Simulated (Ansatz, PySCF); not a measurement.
Energy difference R1 → P1 + P2, each structure at its B3LYP-D3(BJ)/def2-TZVP stationary point, reached from a drawn start (curvature not checked).
R1: HF (SMILES F), charge 0, multiplicity 1.
P1: F atom, charge 0, multiplicity 2.
P2: H atom, charge 0, multiplicity 2.

P less R. No zero-point or thermal terms; singlets are restricted closed shells; open shells are unrestricted; no spin–orbit coupling.

Cores are frozen in the correlated methods.

The values were computed with Ansatz (Gaussian basis) for Hartree–Fock, density functionals and correlated methods; PySCF for M06-2X. Each number belongs to the level named beside it.

```json
[
 {"level": "B97M-V/def2-TZVPP", "reaction energy (eV)": "5.927"},
 {"level": "M06-2X/def2-TZVPP", "reaction energy (eV)": "6.021"},
 {"level": "wB97X-V/def2-TZVPP", "reaction energy (eV)": "5.971"},
 {"level": "B2PLYP/def2-TZVPP", "reaction energy (eV)": "5.996"},
 {"level": "MP2/cc-pVQZ", "reaction energy (eV)": "6.258"},
 {"level": "SCS-MP2/cc-pVTZ", "reaction energy (eV)": "6.014"},
 {"level": "SCS-MP2/cc-pVQZ", "reaction energy (eV)": "6.166"},
 {"level": "CCSD/cc-pVDZ", "reaction energy (eV)": "(withheld)"},
 {"level": "CCSD/cc-pVTZ", "reaction energy (eV)": "(withheld)"}
]
```

**Question.** Complete the blanks.

**Answer.** 
- CCSD/cc-pVDZ, reaction energy (eV): 5.448
- CCSD/cc-pVTZ, reaction energy (eV): 5.859

Ansatz is a first-principles code.
